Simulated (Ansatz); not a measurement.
`O[B](Cl)[GaH2]` + H₂O → `OB(O)Cl` + `[GaH3]` at 298.15 K and 1 bar (formal hydrolysis of a B–Ga bond).

Computed with Ansatz on PBE0-D4/def2-TZVP structures; ΔE is electronic, products minus reactants. CBS: MP2 limit from def2 TZ/QZ plus the TZ coupled-cluster correction, frozen cores. This one scheme is used for every species. For Ga outer-core shells are correlated without core-valence functions, which leaves a few kJ/mol of doubt a bond. Scalar relativity is left out up to krypton. One conformer a species, not always the lowest.

```json
{"species": "`O[B](Cl)[GaH2]`", "CCSD(T)/CBS energy (Eh)": "-2485.55917", "H − E (kJ/mol)": "106.2", "S (J/(mol·K))": "337.6"}
{"species": "H₂O", "CCSD(T)/CBS energy (Eh)": "-76.37941", "H − E (kJ/mol)": "66.4", "S (J/(mol·K))": "188.7"}
{"species": "`OB(O)Cl`", "CCSD(T)/CBS energy (Eh)": "-636.28129", "H − E (kJ/mol)": "107.1", "S (J/(mol·K))": "287.4"}
{"species": "`[GaH3]`", "CCSD(T)/CBS energy (Eh)": "-1925.70545", "H − E (kJ/mol)": "59.6", "S (J/(mol·K))": "218.4"}
```

H − E and S are ideal-gas, rigid-rotor, harmonic terms from PBE0-D4/def2-TZVP, for one conformer and one mirror image of each species. 1 Eh = 2625.50 kJ/mol, R = 8.31446 J/(mol·K).

Question: By hand: ΔE, ΔH, ΔS and ΔG.

Answer: ΔE = (-636.28129) + (-1925.70545) − (-2485.55917) − (-76.37941) = -0.04816 Eh = -126.4 kJ/mol. Δ(H − E) = 107.1 + 59.6 − 106.2 − 66.4 = -5.9, so ΔH = -132.3 kJ/mol. ΔS = 287.4 + 218.4 − 337.6 − 188.7 = -20.5 J/(mol·K). ΔG = -132.3 − 298.15 × (-20.5)/1000 = -126.2 kJ/mol.

Question: By hand: the equilibrium constant, and the temperature at which ΔG would vanish if ΔH and ΔS stayed fixed.

Answer: log₁₀ K = −ΔG/(RT ln 10) = 22.1. ΔG = 0 at ΔH/ΔS = 6454 K, far beyond where these terms or the molecules hold.

ΔH outweighs TΔS. A doubt of 5 kJ/mol in ΔE shifts log₁₀ K by 0.9 here. Other conformers and mirror images would add mixing entropy, several J/(mol·K) or more a flexible species. These are equilibria of isolated gas molecules and say nothing of rates. Largest T1 diagnostic: 0.014 (customary marks: 0.02 for closed shells, 0.045 for open ones).
